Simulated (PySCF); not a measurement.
## Calculated data, GeH5O2Si, GeH4NOSi, ClGeH4OSi, CH5GeOSi and others

All values are calculated (PySCF 2.14.0). Calculation on a computer-drawn molecule: optimised geometry and harmonic frequencies of an isolated molecule of the commonest isotopes, restricted reference for singlets and unrestricted otherwise, frozen core in MP2; on germanium a core potential holds 10 electrons, which the energies leave out, and 3d is frozen in MP2 and coupled-cluster steps.

Common to all runs: basis cc-pV(D+d)Z; basis and core potential on germanium cc-pVDZ-PP ECP10MDF.

```yaml
- entry: 1
  formula: GeH5O2Si
  start_structure:
    atoms_angstrom:
      - [O, -0.8953, 0.7352, 0.0008]
      - [Si, 0.7431, 0.6986, -0.0296]
      - [Ge, 1.6644, -0.9375, -1.6142]
      - [O, 0.1284, -1.437, -2.1147]
      - [H, -1.5589, 0.2414, -0.4263]
      - [H, 1.1206, 1.7238, 0.9713]
      - [H, 2.5072, -0.224, -2.6382]
      - [H, 2.4914, -1.9928, -0.896]
      - [H, 0.0544, -2.0526, -2.7877]
  given:
    charge: 1
    multiplicity: 1
    method: HF
    drawn_bonds_atom: [1, 2, 3, 1, 2, 3, 3, 4]
    drawn_bonds_other_atom: [2, 3, 4, 5, 6, 7, 8, 9]
    drawn_bonds_order: [1, 1, 1, 1, 1, 1, 1, 1]
  results:
    optimised_atom_element: [O, Si, Ge, O, H, H, H, H, H]
    "optimised_atom_x [angstrom]": [-0.8819, 0.6985, 1.701, 0.05051, -1.343, 1.194, 2.464, 2.45, -0.07807]
    "optimised_atom_y [angstrom]": [0.6715, 0.6989, -0.888, -1.346, 0.07718, 1.676, -0.1523, -1.968, -2.015]
    "optimised_atom_z [angstrom]": [-0.04967, -0.01118, -1.574, -2.039, -0.6409, 0.9584, -2.655, -0.8209, -2.702]
    "modes_frequency [cm^-1]": [83.07, 131.4, 236.3, 241.5, 339.8, 414.6, 580.0, 673.4, 728.6, 737.7, 794.5, 807.5, 922.2, 950.6, 965.9, 1074, 2314, 2320, 2428, 4015, 4104]
    "modes_reduced_mass [dalton]": [3.819, 4.81, 7.539, 1.1, 8.17, 1.078, 1.282, 1.095, 1.064, 5.434, 1.097, 1.18, 1.1, 1.118, 1.161, 7.554, 1.014, 1.026, 1.045, 1.067, 1.068]
    "rotational_constants [GHz]": [6.82, 2.151, 1.672]
    "total_energy [hartree]": -734.7437
    "convergence_status_largest_gradient_component [hartree/bohr]": 1.547e-05
- entry: 2
  formula: GeH4NOSi
  start_structure:
    atoms_angstrom:
      - [O, 0.5169, -1.6483, -0.8405]
      - [Si, -0.7086, -0.7545, -0.9327]
      - ["N", -2.0174, -0.8176, 0.1661]
      - [Ge, -3.4189, -0.7544, 1.0724]
      - [H, 0.8867, -2.3507, -0.2627]
      - [H, -0.5208, 0.0567, -2.0938]
      - [H, -4.6194, -1.663, 0.7543]
      - [H, -3.4614, 0.2488, 2.2591]
  given:
    charge: 1
    multiplicity: 1
    method: HF
    drawn_bonds_atom: [1, 2, 3, 1, 2, 4, 4]
    drawn_bonds_other_atom: [2, 3, 4, 5, 6, 7, 8]
    drawn_bonds_order: [1, 1, 2, 1, 1, 1, 1]
  results:
    optimised_atom_element: [O, Si, "N", Ge, H, H, H, H]
    "optimised_atom_x [angstrom]": [0.563, -0.7406, -1.971, -3.357, 0.7591, -0.6567, -4.539, -3.4]
    "optimised_atom_y [angstrom]": [-1.671, -0.7778, -0.8227, -0.7473, -2.328, 0.1047, -1.633, 0.1915]
    "optimised_atom_z [angstrom]": [-0.8153, -0.9163, 0.07794, 1.043, -0.1589, -2.063, 0.7309, 2.224]
    "modes_frequency [cm^-1]": [100.1, 124.8, 164.7, 330.2, 479.9, 540.3, 662.5, 674.4, 721.0, 770.2, 935.5, 945.3, 1062, 1453, 2341, 2355, 2497, 4131]
    "modes_reduced_mass [dalton]": [6.825, 3.614, 1.184, 5.607, 1.326, 7.124, 1.211, 1.167, 1.073, 1.359, 1.085, 1.046, 7.772, 13.88, 1.014, 1.028, 1.045, 1.068]
    "rotational_constants [GHz]": [23.64, 1.231, 1.189]
    "total_energy [hartree]": -713.7497
    "convergence_status_largest_gradient_component [hartree/bohr]": 2.671e-05
- entry: 3
  formula: ClGeH4OSi
  start_structure:
    atoms_angstrom:
      - [O, -2.7355, 2.0414, 2.2447]
      - [Si, -1.4871, 1.8369, 1.371]
      - [Ge, -0.9098, -0.6817, 1.8645]
      - [Cl, -1.2729, -1.2506, 3.8518]
      - [H, -2.9157, 2.4512, 3.1956]
      - [H, -2.0069, 1.7722, -0.0001]
      - [H, -0.229, 2.4873, 1.6448]
      - [H, -0.4109, -2.0773, 1.1739]
  given:
    charge: 1
    multiplicity: 1
    method: HF
    drawn_bonds_atom: [1, 2, 3, 1, 2, 2, 3]
    drawn_bonds_other_atom: [2, 3, 4, 5, 6, 7, 8]
    drawn_bonds_order: [1, 1, 1, 1, 1, 1, 1]
  results:
    optimised_atom_element: [O, Si, Ge, Cl, H, H, H, H]
    "optimised_atom_x [angstrom]": [-2.799, -1.533, -0.9649, -1.266, -2.79, -1.901, -0.2811, -0.4334]
    "optimised_atom_y [angstrom]": [2.026, 1.736, -0.6482, -1.28, 2.494, 1.651, 2.429, -1.827]
    "optimised_atom_z [angstrom]": [2.316, 1.367, 1.905, 3.876, 3.141, -0.04332, 1.682, 1.103]
    "modes_frequency [cm^-1]": [25.99, 75.67, 177.2, 264.1, 290.6, 397.3, 498.5, 579.4, 691.1, 772.3, 832.7, 902.6, 972.1, 1030, 2287, 2399, 2436, 4134]
    "modes_reduced_mass [dalton]": [3.643, 10.29, 7.891, 1.326, 3.391, 1.143, 29.85, 1.182, 1.054, 1.045, 1.399, 1.122, 1.481, 1.979, 1.022, 1.032, 1.053, 1.068]
    "rotational_constants [GHz]": [4.617, 1.505, 1.178]
    "total_energy [hartree]": -1118.8238
    "convergence_status_largest_gradient_component [hartree/bohr]": 3.216e-05
- entry: 4
  formula: GeH5O2Si
  start_structure:
    atoms_angstrom:
      - [O, -0.7764, 0.4374, -1.4027]
      - [Si, 0.1846, -0.4179, -0.3728]
      - [Ge, -0.1354, 0.8135, 1.7583]
      - [O, -1.7182, 1.4847, 1.1006]
      - [H, -1.3949, 0.999, -1.0539]
      - [H, -0.3883, -1.8488, -0.2446]
      - [H, 1.5414, -0.3701, -0.8144]
      - [H, -0.793, -0.2331, 2.8035]
      - [H, -2.4222, 1.7187, 1.7497]
  given:
    charge: 0
    multiplicity: 2
    method: HF
    drawn_bonds_atom: [1, 2, 3, 1, 2, 2, 3, 4]
    drawn_bonds_other_atom: [2, 3, 4, 5, 6, 7, 8, 9]
    drawn_bonds_order: [1, 1, 1, 1, 1, 1, 1, 1]
  results:
    optimised_atom_element: [O, Si, Ge, O, H, H, H, H, H]
    "optimised_atom_x [angstrom]": [-0.8331, 0.1527, -0.3284, -1.73, -1.47, -0.1474, 1.565, -0.8283, -2.282]
    "optimised_atom_y [angstrom]": [0.359, -0.4524, 0.6073, 1.584, 0.934, -1.901, -0.277, -0.2598, 1.989]
    "optimised_atom_z [angstrom]": [-1.435, -0.396, 1.724, 1.125, -1.026, -0.3655, -0.7853, 2.903, 1.779]
    "modes_frequency [cm^-1]": [37.06, 139.5, 218.4, 243.9, 363.3, 422.6, 455.4, 639.5, 686.9, 730.4, 778.7, 868.4, 908.4, 945.9, 1052, 1054, 2131, 2310, 2335, 4084, 4157]
    "modes_reduced_mass [dalton]": [4.406, 5.614, 1.09, 7.703, 6.771, 1.063, 1.089, 1.175, 10.17, 1.059, 1.096, 1.346, 2.941, 1.272, 1.12, 1.074, 1.021, 1.044, 1.037, 1.067, 1.067]
    "rotational_constants [GHz]": [6.12, 2.272, 1.708]
    "total_energy [hartree]": -734.9907
    spin_squared: 0.7577
    "convergence_status_largest_gradient_component [hartree/bohr]": 1.356e-05
- entry: 5
  formula: CH5GeOSi
  start_structure:
    atoms_angstrom:
      - [O, -2.0228, -3.1541, 0.9817]
      - [Si, -3.077, -2.028, 0.6396]
      - [C, -2.5178, -0.2734, 0.753]
      - [Ge, -1.0368, 0.2346, 1.9214]
      - [H, -1.0841, -2.9694, 1.2922]
      - [H, -4.2218, -2.7172, 0.2372]
      - [H, -3.2504, 0.4728, 0.5469]
      - [H, -0.0135, -0.8048, 1.6202]
      - [H, -0.4351, 1.4553, 1.1174]
  given:
    charge: 0
    multiplicity: 2
    method: HF
    drawn_bonds_atom: [1, 2, 3, 1, 2, 3, 4, 4]
    drawn_bonds_other_atom: [2, 3, 4, 5, 6, 7, 8, 9]
    drawn_bonds_order: [1, 2, 1, 1, 1, 1, 1, 1]
  results:
    optimised_atom_element: [O, Si, C, Ge, H, H, H, H, H]
    "optimised_atom_x [angstrom]": [-2.009, -2.97, -2.593, -1.011, -1.13, -4.229, -3.361, 0.05688, -0.4135]
    "optimised_atom_y [angstrom]": [-3.266, -1.989, -0.3576, 0.3398, -3.122, -2.515, 0.3626, -0.7742, 1.537]
    "optimised_atom_z [angstrom]": [0.9571, 0.6482, 0.91, 1.735, 1.278, 0.1193, 0.6396, 1.849, 0.9733]
    "modes_frequency [cm^-1]": [105.0, 170.7, 203.9, 345.8, 384.1, 526.8, 548.7, 662.8, 706.2, 707.4, 850.1, 891.3, 924.9, 952.3, 1057, 1207, 2125, 2160, 2417, 3308, 4151]
    "modes_reduced_mass [dalton]": [5.558, 1.121, 2.762, 4.541, 1.406, 1.163, 1.913, 1.23, 1.197, 1.264, 1.85, 1.596, 1.033, 1.24, 1.875, 3.137, 1.019, 1.022, 1.043, 1.086, 1.067]
    "rotational_constants [GHz]": [10.05, 1.5, 1.313]
    "total_energy [hartree]": -697.9191
    spin_squared: 0.7876
    "convergence_status_largest_gradient_component [hartree/bohr]": 3.485e-05
- entry: 6
  formula: GeH4NOSi
  start_structure:
    atoms_angstrom:
      - [O, -2.182, -0.3617, 1.0309]
      - [Si, -0.9704, -0.5268, 0.0347]
      - ["N", 0.096, 0.8035, -0.1334]
      - [Ge, 1.0232, 2.1565, -0.2105]
      - [H, -2.9747, -0.7871, 1.2367]
      - [H, -0.7607, -1.698, -0.7197]
      - [H, 2.2045, 2.2843, 0.7344]
      - [H, 0.8891, 3.1936, -1.2973]
  given:
    charge: 1
    multiplicity: 1
    method: HF
    drawn_bonds_atom: [1, 2, 3, 1, 2, 4, 4]
    drawn_bonds_other_atom: [2, 3, 4, 5, 6, 7, 8]
    drawn_bonds_order: [1, 2, 1, 1, 1, 1, 1]
  results:
    optimised_atom_element: [O, Si, "N", Ge, H, H, H, H]
    "optimised_atom_x [angstrom]": [-2.217, -0.9574, 0.081, 1.071, -2.876, -0.8287, 2.23, 0.8217]
    "optimised_atom_y [angstrom]": [-0.256, -0.41, 0.7617, 2.129, -0.9209, -1.693, 2.27, 3.184]
    "optimised_atom_z [angstrom]": [0.9992, 0.04741, -0.1489, -0.2209, 1.158, -0.6239, 0.7367, -1.272]
    "modes_frequency [cm^-1]": [81.57, 118.1, 182.7, 365.0, 436.7, 541.4, 655.1, 674.0, 722.4, 752.5, 931.8, 943.9, 1069, 1463, 2341, 2355, 2473, 4122]
    "modes_reduced_mass [dalton]": [7.409, 1.983, 1.567, 7.702, 1.091, 7.772, 1.338, 1.157, 1.076, 1.18, 1.31, 1.041, 4.271, 13.8, 1.014, 1.028, 1.045, 1.069]
    "rotational_constants [GHz]": [20.09, 1.281, 1.225]
    "total_energy [hartree]": -713.7488
    "convergence_status_largest_gradient_component [hartree/bohr]": 2.94e-05
- entry: 7
  formula: ClGeH3OSi
  start_structure:
    atoms_angstrom:
      - [O, 0.4156, 2.0785, 0.294]
      - [Si, 0.382, 1.0153, 1.5712]
      - [Ge, -0.9731, -0.7572, 0.5757]
      - [Cl, -1.0112, 0.0209, -1.4231]
      - [H, -0.0413, 1.8834, -0.5006]
      - [H, 0.0578, -1.913, 0.3444]
      - [H, -2.237, -1.6782, 0.5673]
  given:
    charge: 0
    multiplicity: 1
    method: HF
    drawn_bonds_atom: [1, 2, 3, 1, 3, 3]
    drawn_bonds_other_atom: [2, 3, 4, 5, 6, 7]
    drawn_bonds_order: [1, 1, 1, 1, 1, 1]
  results:
    optimised_atom_element: [O, Si, Ge, Cl, H, H, H]
    "optimised_atom_x [angstrom]": [0.2995, 0.2423, -0.7833, -1.043, -0.005766, 0.07307, -2.19]
    "optimised_atom_y [angstrom]": [2.111, 1.06, -0.87, -0.1029, 1.894, -2.131, -1.311]
    "optimised_atom_z [angstrom]": [0.4171, 1.666, 0.406, -1.669, -0.4582, 0.2407, 0.8265]
    "modes_frequency [cm^-1]": [68.41, 121.9, 246.2, 328.9, 332.6, 390.5, 651.0, 679.4, 777.3, 906.3, 950.4, 966.6, 2209, 2210, 4053]
    "modes_reduced_mass [dalton]": [6.861, 15.44, 10.6, 11.23, 1.106, 28.42, 1.076, 1.063, 1.068, 2.443, 1.254, 1.347, 1.025, 1.016, 1.067]
    "rotational_constants [GHz]": [3.628, 1.911, 1.271]
    "total_energy [hartree]": -1118.4756
    "convergence_status_largest_gradient_component [hartree/bohr]": 6.59e-06
- entry: 8
  formula: ClGeH3OSi
  start_structure:
    atoms_angstrom:
      - [O, 0.2995, 2.1113, 0.4171]
      - [Si, 0.2423, 1.0602, 1.6663]
      - [Ge, -0.7833, -0.87, 0.406]
      - [Cl, -1.0425, -0.1029, -1.6695]
      - [H, -0.0058, 1.894, -0.4582]
      - [H, 0.0731, -2.1314, 0.2407]
      - [H, -2.1904, -1.3113, 0.8265]
  given:
    charge: 0
    multiplicity: 1
    method: MP2
    drawn_bonds_atom: [1, 2, 3, 1, 3, 3]
    drawn_bonds_other_atom: [2, 3, 4, 5, 6, 7]
    drawn_bonds_order: [1, 1, 1, 1, 1, 1]
  results:
    optimised_atom_element: [O, Si, Ge, Cl, H, H, H]
    "optimised_atom_x [angstrom]": [0.2842, 0.258, -0.7704, -0.9859, -0.06449, 0.06733, -2.196]
    "optimised_atom_y [angstrom]": [2.102, 1.09, -0.8553, 0.01069, 1.745, -2.131, -1.311]
    "optimised_atom_z [angstrom]": [0.3705, 1.685, 0.4352, -1.61, -0.4753, 0.2193, 0.805]
    "modes_frequency [cm^-1]": [81.05, 135.0, 240.6, 300.9, 322.8, 386.0, 628.6, 723.4, 727.7, 869.6, 898.1, 979.6, 2149, 2158, 3595]
    "modes_reduced_mass [dalton]": [6.798, 16.36, 10.38, 1.12, 11.43, 30.62, 1.034, 1.071, 1.089, 3.401, 1.265, 1.143, 1.017, 1.025, 1.067]
    "rotational_constants [GHz]": [3.494, 2.019, 1.3]
    "total_energy [hartree]": -1118.9742
    "convergence_status_largest_gradient_component [hartree/bohr]": 2.084e-05
```
